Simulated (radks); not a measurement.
Species: the erbium ion Er51+. Configuration: [Ne] 3s2 3p5. Method: scalar-relativistic Kohn-Sham, PBE, spin-unpolarised, spherical densities, finite nucleus; Fermi nuclear charge, rms radius 5.2516 fm; computed with a radial shooting solver on a logarithmic mesh with Libxc functionals.

Unscreened Slater integrals over Kohn-Sham orbitals (cm^-1).

| integral | value |
|---|---|
| F0(3p,3p) | 966270 |
| F2(3p,3p) | 483750 |
| F0(3p,3s) | 953610 |
| G1(3p,3s) | 617190 |
| F0(3p,2p) | 1278500 |
| F2(3p,2p) | 329220 |
| G0(3p,2p) | 131540 |
| G2(3p,2p) | 145600 |
| F0(3p,2s) | 1243100 |
| G1(3p,2s) | 104040 |
| F0(3s,3s) | 943940 |
| F0(3s,2p) | 1235200 |
| G1(3s,2p) | 128930 |
| F0(3s,2s) | 1211500 |
| G0(3s,2s) | 103830 |
| F0(2p,2p) | 2637100 |
| F2(2p,2p) | 1249800 |
| F0(2p,2s) | 2441900 |
| G1(2p,2s) | 1394500 |
| F0(2s,2s) | 2319200 |

Derived for the open shells (J is the average intra-shell exchange parameter used in DFT+U). 3p: J = F2/5 = 96750 cm^-1.
